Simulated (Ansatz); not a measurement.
SiS3⁻. The state is a doublet with charge -1. Geometry PBE-D4/def2-TZVPD.

| atom | x (Å) | y (Å) | z (Å) |
| --- | --- | --- | --- |
| Si1 | -0.319 | 0.597 | -0.924 |
| S2 | -1.887 | -0.283 | -1.855 |
| S3 | 1.884 | 0.203 | 1.921 |
| S4 | 0.323 | -0.517 | 0.858 |

LC-ωPBE has ω = 0.4 bohr⁻¹. Another isomer (doublet) lies 1.80 eV lower at PBE0-D4/def2-TZVPD; other spin states weren't run for this one.

Estimate the α-spin orbital energies around the gap (eV) in Ansatz with PBE-D4/def2-TZVPD, r2SCAN-D4/def2-TZVPD, PBE0-D4/def2-TZVPD, BHLYP-D4/def2-TZVPD, LC-ωPBE/def2-TZVPD.


```
orbital  PBE-D4/def2-TZVPD  r2SCAN-D4/def2-TZVPD  PBE0-D4/def2-TZVPD  BHLYP-D4/def2-TZVPD  LC-ωPBE/def2-TZVPD
 HOMO−9             -10.87                -11.50              -12.90               -14.81              -16.03
 HOMO−8              -6.91                 -7.33               -8.51                -9.92              -11.68
 HOMO−7              -4.75                 -5.09               -6.01                -7.11               -8.74
 HOMO−6              -4.34                 -4.69               -5.68                -6.81               -8.41
 HOMO−5              -3.69                 -4.03               -5.01                -6.16               -7.90
 HOMO−4              -2.48                 -2.79               -3.67                -4.67               -6.46
 HOMO−3              -2.41                 -2.70               -3.54                -4.45               -6.24
 HOMO−2              -1.81                 -2.06               -2.96                -3.96               -5.53
 HOMO−1              -0.89                 -1.14               -1.96                -2.92               -4.43
   HOMO              -0.60                 -0.77               -1.60                -2.51               -3.93
   LUMO               1.43                  1.45                2.04                 2.85                3.81
 LUMO+1               2.20                  2.50                2.91                 3.36                4.01
 LUMO+2               2.98                  3.50                3.35                 3.60                4.25
 LUMO+3               3.14                  3.60                3.65                 3.99                4.62
 LUMO+4               3.46                  3.98                3.94                 4.31                4.99
 LUMO+5               3.55                  4.07                4.03                 4.35                5.01
 β HOMO              -0.52                 -0.66               -1.50                -2.40               -3.85
 β LUMO              -0.32                 -0.27                0.20                 0.82                1.88
```
